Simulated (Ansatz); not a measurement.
Isolated molecules relaxed with PBE0-D4/def2-TZVP in Ansatz; ΔE leaves out vibrations. CBS: MP2 limit from def2 TZ/QZ plus the TZ coupled-cluster correction, frozen cores. Functionals use def2-TZVPP. B3LYP here is the variant with VWN-RPA as its local correlation; programs differ in this. Each species was taken in one conformer, which may not be the lowest.

Consider the redistribution: `[BH2][AlH][O]C` + `[Cl][Al]1[CH2][NH]1` → `[BH2][Al]1[CH2][NH]1` + `C[O][AlH][Cl]`.

Task: Is it downhill or uphill in electronic energy at CCSD(T)/CBS, and by how much? (Estimate.)

Result: Computed: Downhill: ΔE = -0.34 eV.

Task: What do these levels give: B3LYP-D4, BHLYP-D4, CAM-B3LYP-D4, B3LYP, CCSD(T)/def2-SVP, HF/CBS(def2)? (Estimate.)

Result: The calculation gave: B3LYP-D4 -0.37, BHLYP-D4 -0.34, CAM-B3LYP-D4 -0.35, B3LYP -0.36, CCSD(T)/def2-SVP -0.36, HF/CBS(def2) -0.32 eV.

Largest T1 diagnostic among the species: 0.016.

From BLYP to BHLYP (50 % exact exchange), in def2-TZVPP and without D4, ΔE moves by +0.05 eV. Leaving LDA and LC-ωPBE aside and taking each functional with its dispersion term where it has one, the values, not all of them listed here, spread over 0.08 eV, from PBE-D4 to ωB97X-V. LDA lies −0.05 eV from PBE without D4.
